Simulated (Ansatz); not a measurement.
`C=C[SiH2][GeH3]` → 2 C• + Ge• + 8 H• + Si•  (atomization)

Isolated molecules relaxed with PBE0-D4/def2-TZVP in Ansatz; ΔE leaves out vibrations. CCSD(T)/CBS adds triple-zeta CCSD(T) − MP2 to the extrapolated MP2 energy (def2 sets, frozen cores). This one scheme is used for every species, atoms too. DFT in def2-TZVPP. B3LYP here is the variant with VWN-RPA as its local correlation; programs differ in this. Open shells (•) are unrestricted, without spin–orbit coupling. Spin–orbit coupling would lower the free atoms: a little for C, Si; clearly for Ge. Bonds to Ge are less sure, by a few kJ/mol each and by 10 to 20 or more in all where they break to atoms, as the def2 sets lack core-valence functions. Scalar relativity is left out up to krypton. Each species was taken in one conformer, which may not be the lowest.

`C=C[SiH2][GeH3]`:

```xyz
12

C    -1.606    0.655    1.600
C    -0.340    0.372    1.306
Si    0.156   -0.929    0.073
Ge    1.217    0.066   -1.814
H    -1.874    1.434    2.309
H    -2.433    0.118    1.144
H     0.444    0.948    1.797
H    -1.062   -1.664   -0.367
H     1.109   -1.897    0.685
H     2.442    0.888   -1.373
H     1.697   -1.002   -2.813
H     0.250    1.011   -2.546
```

```csv
level,ΔE (kcal/mol),difference from CCSD(T)/CBS
PBE-D4,964.7,2.3
PBE0-D4,957.5,-4.9
B3LYP-D4,960.1,-2.3
ωB97X-V,964.8,2.4
B2PLYP,949.0,-13.4
r2SCAN,960.9,-1.5
PBE0,952.5,-9.9
B3LYP,950.7,-11.7
HF/def2-TZVPP,723.5,-238.9
MP2/def2-TZVPP,940.3,-22.1
SCS-MP2/def2-TZVPP,944.7,-17.7
CCSD/def2-TZVPP,931.3,-31.1
HF/def2-QZVPP,724.2,-238.2
MP2/def2-QZVPP,952.0,-10.4
MP2/CBS(def2),960.3,-2.1
CCSD/CBS(def2),951.2,-11.2
CCSD(T)/CBS,962.4,0
```

Largest T1 diagnostic among the species: 0.012.

From PBE to PBE0 (25 % exact exchange), in def2-TZVPP and without D4, ΔE moves by −6.4 kcal/mol: exact exchange takes away binding that semilocal exchange gives to molecules. The D4 term adds +9.4 kcal/mol with B3LYP and +5.0 kcal/mol with PBE0; it sums over pairs of atoms, weighted by their polarisabilities, and B3LYP, whose exchange is more repulsive, gets the larger term. In def2-TZVPP, CCSD(T) changes the Hartree–Fock value by +219.0 kcal/mol (the triples alone add +11.2 kcal/mol) and MP2 by +216.9 kcal/mol; breaking electron pairs costs correlation energy, which Hartree–Fock lacks.

For atomizations the MP2-based limit and the directly extrapolated one differ by several kJ/mol either way, and by 10 to 25 for some Ge, Se and Sn compounds, so smaller differences from it don't rank the levels.
